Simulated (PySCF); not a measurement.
C5H4F2, SMILES C=CC#CC(F)F.

Geometry: PBE0-D3(BJ)/def2-SVP. The structure was generated by enumeration, and PubChem lists no compound with its InChIKey, so it may never have been made.

The numbers are results of TDA-PBE0/def2-SVPD (PySCF 2.14.0), not measurements.

Vertical excitations.  State labels are in the subgroup Cs.

```
state  symmetry  energy (eV)  λ (nm)      f                                                             main pairs
-----  --------  -----------  ------  -----  ---------------------------------------------------------------------
S1           A"         5.16     240  0.000                                                       HOMO−1→LUMO 98 %
S2           A'         5.71     217  0.292                                     HOMO→LUMO 70 %, HOMO−1→LUMO+1 18 %
S3           A"         5.97     208  0.000                                                       HOMO→LUMO+1 93 %
S4           A"         7.39     168  0.000                                                       HOMO→LUMO+2 93 %
S5           A'         7.69     161  0.580  HOMO−2→LUMO 58 %, HOMO−1→LUMO+1 16 %, HOMO→LUMO 13 %, HOMO→LUMO+5 9 %
S6           A"         7.69     161  0.001                                     HOMO−3→LUMO 68 %, HOMO−4→LUMO 28 %
S7           A'         7.75     160  0.337   HOMO−1→LUMO+1 40 %, HOMO→LUMO+5 34 %, HOMO−2→LUMO 8 %, HOMO→LUMO 6 %
S8           A"         7.79     159  0.031                                                       HOMO→LUMO+3 87 %
S9           A"         7.95     156  0.003                                     HOMO−4→LUMO 61 %, HOMO−3→LUMO 25 %
S10          A"         8.04     154  0.010                                                       HOMO→LUMO+4 90 %
T1           A'         3.30     376      0                                                         HOMO→LUMO 95 %
T2           A"         4.79     259      0                                                       HOMO−1→LUMO 88 %
T3           A'         5.29     234      0                HOMO−1→LUMO+1 57 %, HOMO−2→LUMO 21 %, HOMO−1→LUMO+2 9 %
T4           A"         5.68     218      0                                                       HOMO→LUMO+1 82 %
```
Triplets are in the Tamm–Dancoff approximation.
